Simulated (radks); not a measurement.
Species: N+. Configuration: [He] 2s2 2p2.

Method: Dirac Kohn-Sham, PBE, spin-unpolarised, spherical densities, finite nucleus; open shells fill j = l - 1/2 first; Fermi nuclear charge, rms radius 2.5582 fm; computed with a radial shooting solver on a logarithmic mesh with Libxc functionals.

Energy parts (hartree):
total: -53.95474
kinetic: 53.87759
electron-nucleus: -123.91020
Hartree: 22.26468
exchange-correlation: -6.18681

Orbitals (lengths in bohr, moments of r in powers of bohr; r(max) is where P^2 peaks):
orbital  occ.  eigenvalue (hartree)  r(max)  small-component weight
1s1/2       2             -14.76020  0.1482                5.87e-04
2s1/2       2              -1.19269  0.9881                7.06e-05
2p1/2       2              -0.76059  0.9177                5.90e-05
2p3/2       0              -0.75970  0.9185                5.89e-05

The highest occupied level is 2p1/2 at -20.697 eV. The electron density at the nucleus is 212.9 e/bohr^3. For comparison, the ionisation energy in NIST's Atomic Spectra Database is 29.601 eV (semi-empirical). In exact Kohn-Sham theory the highest level is minus the ionisation energy, but local and semilocal functionals leave it too shallow, through self-interaction and a potential that decays too fast; potentials with the right tail come closer. The density falls to 0.001 e/bohr^3 at r = 3.02 bohr.

Beside tabulated values, note that spin-unpolarised runs miss the spin-polarisation part of the exchange energy of open shells.
